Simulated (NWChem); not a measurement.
Species: PbNH$_{2}$Br, singlet; SMILES [NH2][Pb][Br]

```xyz
5

Pb     0.2264     0.7290     0.0004
Br    -0.0494    -1.9104    -0.0014
N     -1.8697     1.0670     0.0038
H     -2.5472     0.3089     0.0043
H     -2.3254     1.9752     0.0054
```
Atoms are numbered in this order, from 1.

Level: PBE0/def2-SVP with def2 effective core potentials on Pb (NWChem), optimised geometry, unscaled harmonic frequencies. Low-valent species are run as closed-shell singlets; no triplet was tried in these runs. This build's default masses of Se (78.918 u) and Br (79.917 u) are each other's, which moves their modes by up to 0.6 %. def2 effective core potentials on Pb; no spin-orbit coupling.

Question: List the harmonic frequencies with IR intensities, and the thermochemistry.

Answer: 
```
frequency (cm⁻¹)  IR intensity (km/mol)
----------------  ---------------------
120                                 0.3
205                                26.0
301                               199.8
436                                28.3
558                                67.8
601                                21.5
1485                                8.5
3570                               26.1
3696                               24.8
```

```yaml
zero_point_energy: 15.7 kcal/mol
thermal correction to the enthalpy at 298.15 K (with zero-point energy): 19.5 kcal/mol
heat capacity Cv: 15.0 cal/(mol K)
entropy at 298.15 K and 1 atm (symmetry number 1): 79.4 cal/(mol K)
```

Rigid rotor and harmonic oscillator.
